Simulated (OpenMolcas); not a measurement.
# F⁺: terms and fine structure

```json
{"Program": "OpenMolcas", "Method": "SS-CASPT2, IPEA 0.25 Eh, imaginary shift 0.1 Eh (closed shells correlated: 1s)", "Basis": "ANO-RCC-VTZP [4s3p2d1f]", "Scalar Hamiltonian": "DKH2, point nucleus", "Active space": "6 electrons in 4 orbitals (2s 2p)", "State averaging": "2S+1 = 3 even, 3 roots; 2S+1 = 1 even, 6 roots kept (CI in the orbitals of an earlier block); 2S+1 = 3 odd, 3 roots; 2S+1 = 1 odd, 3 roots kept (CI in the orbitals of an earlier block)", "Spin-orbit coupling": "state interaction with AMFI integrals over the reference wave functions, term energies averaged over their components"}
```

Spin-free terms above the lowest, with the occupations of the reference:

```json
{"Configuration": "2s² 2p⁴", "Term": "³P", "E (cm⁻¹)": "0.0", "Occupations": "2s 2.00 2p 4.00"}
{"Configuration": "2s² 2p⁴", "Term": "¹D", "E (cm⁻¹)": "21030", "Occupations": "2s 2.00 2p 4.00"}
{"Configuration": "2s² 2p⁴", "Term": "¹S", "E (cm⁻¹)": "44660", "Occupations": "2s 1.93 2p 4.07"}
{"Configuration": "2s 2p⁵", "Term": "³P°", "E (cm⁻¹)": "167060", "Occupations": "2s 1.00 2p 5.00"}
{"Configuration": "2s 2p⁵", "Term": "¹P°", "E (cm⁻¹)": "241630", "Occupations": "2s 1.00 2p 5.00"}
```

With spin-orbit coupling, above the lowest level:

| Configuration | Term | J | E (cm⁻¹) | Measured (cm⁻¹) | g | Term weight % |
| --- | --- | --- | --- | --- | --- | --- |
| 2s² 2p⁴ | ³P | 2 | 0.0 | 0.0 | 1.501 | 100 |
| 2s² 2p⁴ | ³P | 1 | 323 | 341 | 1.501 | 100 |
| 2s² 2p⁴ | ³P | 0 | 479 | 490 |  | 100 |
| 2s² 2p⁴ | ¹D | 2 | 21200 | 20873 | 1.000 | 100 |
| 2s² 2p⁴ | ¹S | 0 | 44830 | 44918 |  | 100 |
| 2s 2p⁵ | ³P° | 2 | 167070 | 164798 | 1.501 | 100 |
| 2s 2p⁵ | ³P° | 1 | 167380 | 165107 | 1.501 | 100 |
| 2s 2p⁵ | ³P° | 0 | 167540 | 165279 |  | 100 |
| 2s 2p⁵ | ¹P° | 1 | 241790 |  | 1.000 | 100 |

Against the 7 measured excited levels shown (NIST Handbook of Basic Atomic Spectroscopic Data) the mean absolute deviation is 1000 cm-1; the largest miss in energy is 2s 2p⁵ ³P°₁: computed 167380, measured 165107 cm⁻¹ (+1.4 %), and the largest in proportion 2s² 2p⁴ ³P₁ (-5.3 %).

Spin-orbit coupling puts the lowest level 163 cm⁻¹ below the lowest spin-free term.

For ³P the intervals divided by the larger J are -155.9, -161.5 cm-1. Landé's interval rule makes them equal in pure LS coupling; they differ by 4 % of their mean. The multiplet is inverted.

CASPT2 breaks the degeneracy within a term, and the mean is taken; among the terms shown or strongly mixed into the levels shown the widest spread is 69 cm-1 (2s² 2p⁴ ¹D). Terms from blocks run as CI alone lack orbitals of their own. Measured partners are found by configuration, term and J. A level has none where our copy of the source lacks it or the pairing is in doubt (some pairs that miss far off the trend of their configuration count as doubtful), and it then counts in no deviation. Only configurations of the active space appear. The first state left out of the spin-orbit step lies near 430000 cm-1 above the lowest spin-free state of the reference (among the parities and spins computed), and the list stops at four fifths of that energy or lower.

The term weight is that of the spin-free term in the level, not the purity of its configuration. ° marks odd parity.
